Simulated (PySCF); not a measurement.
B(Cl)(Me)(SH) (CH₄BClS), SMILES CB(S)Cl. The structure is a stationary point at B3LYP-D3(BJ)/def2-SVP. Other conformers were not sampled.

Computed equilibrium geometry at B3LYP-D3(BJ)/def2-SVP (PySCF confirms it by a frequency run) as a Z-matrix, and its point group (one conformer of several):
point group Cs.
```
B
C 1 1.5658
H 2 1.0997 1 114.49
H 2 1.1040 3 108.50 1 -122.71
H 2 1.1040 3 108.50 4 -114.59
Cl 1 1.7779 2 119.28 3 180.00
S 1 1.8009 2 125.53 3 0.00
H 7 1.3534 1 97.02 2 0.00
```
Charge 0, spin multiplicity 1.
